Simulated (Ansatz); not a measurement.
Cost and result for the atomization energy of C3H7In (`C=C[CH2][InH2]`) (11 atoms, 10 bonds).

```xyz
11

C    -0.173   -1.316   -0.773
C     0.379   -0.087   -0.867
C    -0.242    1.172   -0.446
In    0.092    0.431    1.607
H    -1.218   -1.451   -0.515
H     0.395   -2.203   -1.024
H     1.430   -0.033   -1.150
H    -1.315    1.237   -0.611
H     0.282    2.069   -0.757
H     1.691    0.427    2.228
H    -1.320   -0.245    2.309
```

Charge 0, multiplicity 1. Correlated methods include outer-core shells of In, which these sets cover unevenly. In takes the def2 core potential. Geometry: relaxed with PBE0-D4/def2-TZVP. It is one conformer, not always the lowest. Program: Ansatz. All runs use 4 threads of an Arm Neoverse V1 on a shared host. Times are those of one run each, without the atoms' runs, and a repeat can differ threefold. Electronic energies, without spin–orbit coupling; frozen cores. CCSD(T)/CBS adds CCSD(T) − MP2 in def2-TZVPP to the MP2 limit, and its time is that of the two runs behind it. T1 = 0.013. With those shells the extrapolation isn't a true limit.

CCSD(T)/CBS is a level of theory with its own doubt, some kJ/mol a heavy atom from the limit and from the frozen cores, so smaller differences don't rank the functionals.

```tsv
level	functions	wall time
revPBE-D4/def2-TZVPP	241	1.9 s
BLYP-D4/def2-TZVPP	241	2.1 s
PBE0-D4/def2-TZVPP	241	2.7 s
BHLYP-D4/def2-TZVPP	241	2.8 s
CAM-B3LYP-D4/def2-TZVPP	241	3.2 s
r2SCANh-D4/def2-TZVPP	241	4.2 s
r2SCAN-D4/def2-TZVPP (with forces)	241	4.4 s
CCSD(T)/def2-SVP	103	5.5 s
ωB97X-V/def2-TZVPP	241	8 s
ωB97M-V/def2-TZVPP (with forces)	241	11 s
MP2/def2-QZVPP	463	19 s
CCSD(T)/def2-TZVPP	241	2.5 min
CCSD(T)/CBS(def2)	–	2.8 min
```

Task: What atomization energy does each give, and how far from CCSD(T)/CBS? (Best estimate.)

Result: Ansatz gave: 
```json
{"level": "revPBE-D4/def2-TZVPP", "atomization (kcal/mol)": "912.3", "difference from CCSD(T)/CBS": "-8.4", "per bond": "-0.8"}
{"level": "BLYP-D4/def2-TZVPP", "atomization (kcal/mol)": "911.1", "difference from CCSD(T)/CBS": "-9.6", "per bond": "-1.0"}
{"level": "PBE0-D4/def2-TZVPP", "atomization (kcal/mol)": "922.4", "difference from CCSD(T)/CBS": "1.7", "per bond": "0.2"}
{"level": "BHLYP-D4/def2-TZVPP", "atomization (kcal/mol)": "896.1", "difference from CCSD(T)/CBS": "-24.6", "per bond": "-2.5"}
{"level": "CAM-B3LYP-D4/def2-TZVPP", "atomization (kcal/mol)": "920.9", "difference from CCSD(T)/CBS": "0.2", "per bond": "0.0"}
{"level": "r2SCANh-D4/def2-TZVPP", "atomization (kcal/mol)": "918.0", "difference from CCSD(T)/CBS": "-2.7", "per bond": "-0.3"}
{"level": "r2SCAN-D4/def2-TZVPP (with forces)", "atomization (kcal/mol)": "922.2", "difference from CCSD(T)/CBS": "1.5", "per bond": "0.1"}
{"level": "CCSD(T)/def2-SVP", "atomization (kcal/mol)": "878.2", "difference from CCSD(T)/CBS": "-42.5", "per bond": "-4.2"}
{"level": "ωB97X-V/def2-TZVPP", "atomization (kcal/mol)": "920.2", "difference from CCSD(T)/CBS": "-0.5", "per bond": "-0.1"}
{"level": "ωB97M-V/def2-TZVPP (with forces)", "atomization (kcal/mol)": "921.3", "difference from CCSD(T)/CBS": "0.6", "per bond": "0.1"}
{"level": "MP2/def2-QZVPP", "atomization (kcal/mol)": "917.5", "difference from CCSD(T)/CBS": "-3.2", "per bond": "-0.3"}
{"level": "CCSD(T)/def2-TZVPP", "atomization (kcal/mol)": "900.6", "difference from CCSD(T)/CBS": "-20.1", "per bond": "-2.0"}
{"level": "CCSD(T)/CBS(def2)", "atomization (kcal/mol)": "920.7", "difference from CCSD(T)/CBS": "0.0", "per bond": "0.0"}
```

Leaving LDA and LC-ωPBE aside and taking each functional with its dispersion term where it has one, the values, not all of them listed here, spread over 37.3 kcal/mol, from BHLYP-D4 to PBE-D4. LDA lies +117.9 kcal/mol from PBE without D4, its usual overbinding. From BLYP to BHLYP (50 % exact exchange), in def2-TZVPP and without D4, the atomization energy moves by −10.4 kcal/mol: exact exchange takes away binding that semilocal exchange gives to molecules. In def2-TZVPP, CCSD(T) changes the Hartree–Fock value by +220.8 kcal/mol (the triples alone add +13.4 kcal/mol) and MP2 by +225.9 kcal/mol; breaking electron pairs costs correlation energy, which Hartree–Fock lacks.

Spin–orbit coupling would lower the free In atoms strongly, and the atomization energy with them, by more than many differences here.
